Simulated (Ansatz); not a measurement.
`CCCCC(=O)OCC(C)C` and `CCCCC(=O)CC` differ in one atom or group.

Ansatz, PBE0-D4/def2-TZVP geometries, multiplicity 1. Each molecule was computed in one conformer, which needn't be the lowest.

| property | `CCCCC(=O)OCC(C)C` |
| --- | --- |
| HOMO–LUMO gap (B3LYP/def2-TZVPP) / eV | 7.62 |
| size of the dipole moment (PBE/def2-TZVPP) / D | 2.15 |
| HOMO–LUMO gap (PBE/def2-TZVPP) / eV | 5.37 |
| LUMO energy (B3LYP/def2-TZVPP) / eV | 0.14 |
| size of the dipole moment (B3LYP/def2-TZVPP) / D | 2.20 |
| LUMO energy (PBE0/def2-TZVPP) / eV | 0.43 |

(1) Give the same properties after the change, and the shifts. (An estimate is asked.)

Results:

(1) Computed: 
```json
{"property": "HOMO–LUMO gap (B3LYP/def2-TZVPP) / eV", "`CCCCC(=O)CC`": "6.08", "shift": "-1.54"}
{"property": "size of the dipole moment (PBE/def2-TZVPP) / D", "`CCCCC(=O)CC`": "2.68", "shift": "0.53"}
{"property": "HOMO–LUMO gap (PBE/def2-TZVPP) / eV", "`CCCCC(=O)CC`": "3.86", "shift": "-1.51"}
{"property": "LUMO energy (B3LYP/def2-TZVPP) / eV", "`CCCCC(=O)CC`": "-0.65", "shift": "-0.79"}
{"property": "size of the dipole moment (B3LYP/def2-TZVPP) / D", "`CCCCC(=O)CC`": "2.82", "shift": "0.62"}
{"property": "LUMO energy (PBE0/def2-TZVPP) / eV", "`CCCCC(=O)CC`": "-0.38", "shift": "-0.81"}
```

With PBE0 the HOMO rises by 0.77 eV and the LUMO falls by 0.81 eV, so the gap narrows by about 1.58 eV. PBE moves the HOMO by 0.69 eV and ωB97M-V by 0.81 eV. Dipoles are sizes alone; their direction can turn.

Positive LUMOs are unbound, so they and the gaps depend on the basis.

B3LYP here is the variant with VWN-RPA as its local correlation; programs differ in this.
